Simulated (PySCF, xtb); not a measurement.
Si(F)(Cl)(Br)(NH2) (BrClFH2NSi), SMILES N[Si](F)(Cl)Br. One conformer was computed; it need not be the lowest.

Harmonic wavenumbers (cm⁻¹) from GFN2-xTB (xtb 6.7.1) at its own minimum, in rising order: 104, 146, 161, 201, 207, 242, 384, 411, 550, 776, 854, 966, 1489, 3496, 3541.

Question: What does PBE-D3(BJ)/def2-SVP in PySCF 2.14.0 give at its own minimum? (An estimate is asked for; the answer gives what the named calculation found.)

Answer: 120, 127, 223, 233, 243, 274, 282, 425, 560, 794, 835, 943, 1465, 3512, 3620. Paired by order, the mean absolute difference is 34 cm⁻¹ and the zero-point energies are 19.3 and 19.5 kcal/mol.
